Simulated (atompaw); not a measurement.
**cobalt PAW (atompaw): all-electron and pseudo phase curves**

atompaw 4.2.0.5 input, output lines left out:

```
Co 27
GGA-PBE scalarrelativistic loggrid 1500 logderivrange -10 5 376
4 4 3 0 0 0
4 1 0
3 2 7
0 0 0
c
c
v
v
c
v
v
v
2
1.75 1.50 1.40 1.10
n
n
y
3.05
n
custom polynom vanderbiltortho gaussian
3 -0.5 troulliermartins
1.20
1.75
0.95
1.70
1.75
1.75
```

The phase is arctan(r·u′/u) with u = r·R(r), unwrapped; energies in Ry, scanned from -10 to 5 Ry. A pole is an energy at which the radial function vanishes at the test radius. The pseudo phase is shifted by a multiple of π to meet the all-electron one at the reference energy, and phase errors are pseudo minus all-electron; the curves can meet again beyond the range given. Levels narrower than the energy grid can be missing from the lists of poles.

For each channel, where are the poles, and over which energies does the pseudopotential scatter like the atom?

| channel | radius (bohr) | reference energy (Ry) | poles, all-electron | poles, pseudo | unbroken range about the reference energy with phases within 0.05 rad | phase error 1 Ry above the reference energy (rad) |
| --- | --- | --- | --- | --- | --- | --- |
| s | 1.76 | -0.40 | -7.38 | -7.38 | the whole range | -0.004 |
| p | 1.76 | -0.09 | -4.58 | -4.58, 3.94 | below 1.4 | -0.011 |
| d | 1.76 | -0.60 | -0.00 | 0.00 | the whole range | +0.001 |

Phases in the d channel:

```
E (Ry)  all-electron  pseudo
-10.00         1.393   1.394
 -9.52         1.389   1.389
 -9.04         1.384   1.385
 -8.56         1.379   1.379
 -8.08         1.373   1.374
 -7.60         1.367   1.368
 -7.12         1.360   1.361
 -6.64         1.353   1.353
 -6.16         1.344   1.345
 -5.68         1.334   1.335
 -5.20         1.323   1.324
 -4.72         1.310   1.311
 -4.24         1.295   1.296
 -3.76         1.276   1.277
 -3.28         1.251   1.252
 -2.80         1.217   1.218
 -2.32         1.166   1.168
 -1.84         1.078   1.079
 -1.36         0.867   0.869
 -0.88        -0.041  -0.040
 -0.40        -1.307  -1.306
  0.08        -1.601  -1.600
  0.56        -1.721  -1.720
  1.04        -1.800  -1.799
  1.52        -1.869  -1.868
  2.00        -1.942  -1.941
  2.48        -2.032  -2.031
  2.96        -2.155  -2.155
  3.44        -2.344  -2.343
  3.92        -2.653  -2.650
  4.40        -3.130  -3.119
  4.88        -3.644  -3.626
```
